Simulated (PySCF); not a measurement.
Numbering as in the mapped SMILES `[CH3:1][Si:2]([CH3:3])([CH3:4])[OH:5]` (H(Xn): hydrogen on atom n).

- geometry: GFN2-xTB
- NMR shieldings at PBE0/pcSseg-1/GIAO
- program: PySCF 2.14.0 with density-fitted response routines
- relativity neglected, isolated molecule, a single conformation, fast rotation and ring inversion assumed for equivalent nuclei

Shifts are taken against calculated references (same method and geometry level): ¹³C, ¹H, ²⁹Si vs TMS; ¹⁷O against H2O.

```csv
atoms,nucleus,count,δ (ppm)
H(O5),¹H,1,?
C1/C3/C4,¹³C,3,1.8
Si2,²⁹Si,1,?
H(C1)/H(C3)/H(C4),¹H,9,0.03
O5,¹⁷O,1,43.0
```

Estimate the values marked ?.

## Answers


- H(O5): 1.03 ppm, hydrogen on an oxygen bonded to Si; exchangeable; this is the value without hydrogen bonding to other molecules
- Si2: 13.8 ppm, silicon bonded to 3 C, O

OH and NH positions are those of a molecule without intermolecular hydrogen bonds; in solution they move with solvent, concentration and temperature, and exchange usually removes their couplings. Shifts are as computed. Against solution values, carbons near 30 ppm lie about +3 ppm off and those near 130 ppm about +5 ppm. Of 1211 compounds with measured shifts, 218 miss one by over three times the rms of a fit or turn the order of signals round; such compounds aren't used in these exercises. Experimental scales use liquid or dissolved standards, which lie at an offset from isolated H2O (liquid H2O: subtract about 36 ppm).
